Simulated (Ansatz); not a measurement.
Ansatz (a first-principles code) input (CCSD(T)/def2-SVPD):

Ansatz 0.2 input:
```yaml
crystal:
  periodic: [false, false, false]
  atoms:
    - {symbol: C, position_ang: [-0.03345899, 2.09337184, 1.90920502]}
    - {symbol: Ge, position_ang: [-0.23764906, 0.39893205, 1.27124278]}
    - {symbol: C, position_ang: [-2.08163402, -0.30876670, 1.19635176]}
    - {symbol: C, position_ang: [0.99419442, -0.97457943, 1.98029467]}
    - {symbol: I, position_ang: [0.33385905, -0.33890401, -1.59774361]}
    - {symbol: H, position_ang: [0.97727311, 2.47482469, 2.02826114]}
    - {symbol: H, position_ang: [-0.74693910, 2.84805826, 1.58880752]}
    - {symbol: H, position_ang: [-2.45128405, -0.49509107, 2.20731095]}
    - {symbol: H, position_ang: [-2.73058507, 0.41988936, 0.71049116]}
    - {symbol: H, position_ang: [-2.09920528, -1.23123279, 0.61878210]}
    - {symbol: H, position_ang: [2.01910231, -0.60825717, 1.92105405]}
    - {symbol: H, position_ang: [0.91383404, -1.88345380, 1.38672182]}
    - {symbol: H, position_ang: [0.75343570, -1.18880441, 3.02410467]}
basis:
  gaussian:
    orbitals: def2-SVPD
total_charge: -1
magnetization: {spin_polarized: false}
correlation: {method: ccsd_t, electrons: outside_noble_gas}
output: {forces: true}
```

End of the output:

```
cycle   1  -19.46480894 eV  change    -1.0e0 eV  update   1.1e-1
cycle   2  -19.96118845 eV  change   -5.0e-1 eV  update   3.2e-2
cycle   3  -20.06594660 eV  change   -1.0e-1 eV  update   1.7e-2
cycle   4  -20.06493385 eV  change    1.0e-3 eV  update   5.4e-3
cycle   5  -20.06337639 eV  change    1.6e-3 eV  update   3.0e-3
cycle   6  -20.06349623 eV  change   -1.2e-4 eV  update   1.2e-3
cycle   7  -20.06353645 eV  change   -4.0e-5 eV  update   5.4e-4
cycle   8  -20.06362771 eV  change   -9.1e-5 eV  update   2.0e-4
cycle   9  -20.06365274 eV  change   -2.5e-5 eV  update   7.1e-5
cycle  10  -20.06361680 eV  change    3.6e-5 eV  update   3.0e-5
cycle  11  -20.06361317 eV  change    3.6e-6 eV  update   1.2e-5
cycle  12  -20.06362287 eV  change   -9.7e-6 eV  update   4.7e-6
perturbative correction -0.75971016 eV, -0.0279188336 hartree
the calculation of the forces begins
1.50 GiB of device memory are held for the factors and their scratch space
Total energy: -67776.56431542 eV, -2490.7427979866 hartree
Atom 0 at    -0.033459     2.093372     1.909205 Å, force    -0.038497    -0.145019     0.027876 eV/Å
Atom 1 at    -0.237649     0.398932     1.271243 Å, force    -0.079225    -0.255188     0.094107 eV/Å
Atom 2 at    -2.081634    -0.308767     1.196352 Å, force     0.407332     0.139917    -0.012871 eV/Å
Atom 3 at     0.994194    -0.974579     1.980295 Å, force    -0.265017     0.285459    -0.184234 eV/Å
Atom 4 at     0.333859    -0.338904    -1.597744 Å, force     0.005707    -0.013802    -0.034112 eV/Å
Atom 5 at     0.977273     2.474825     2.028261 Å, force     0.449037     0.196464     0.112111 eV/Å
Atom 6 at    -0.746939     2.848058     1.588808 Å, force    -0.333615     0.365881    -0.087365 eV/Å
Atom 7 at    -2.451284    -0.495091     2.207311 Å, force    -0.153235    -0.074288     0.376163 eV/Å
Atom 8 at    -2.730585     0.419889     0.710491 Å, force    -0.302345     0.281956    -0.205172 eV/Å
Atom 9 at    -2.099205    -1.231233     0.618782 Å, force    -0.044664    -0.402009    -0.237676 eV/Å
Atom 10 at     2.019102    -0.608257     1.921054 Å, force     0.445389     0.120097    -0.014595 eV/Å
Atom 11 at     0.913834    -1.883454     1.386722 Å, force    -0.011889    -0.409104    -0.229322 eV/Å
Atom 12 at     0.753436    -1.188804     3.024105 Å, force    -0.078977    -0.090362     0.395089 eV/Å
Dipole moment:    -0.141201    -0.408670     0.206917 e Å
```

It need not be the lowest isomer of its formula. Whether it binds its extra electron was not tested at this geometry.
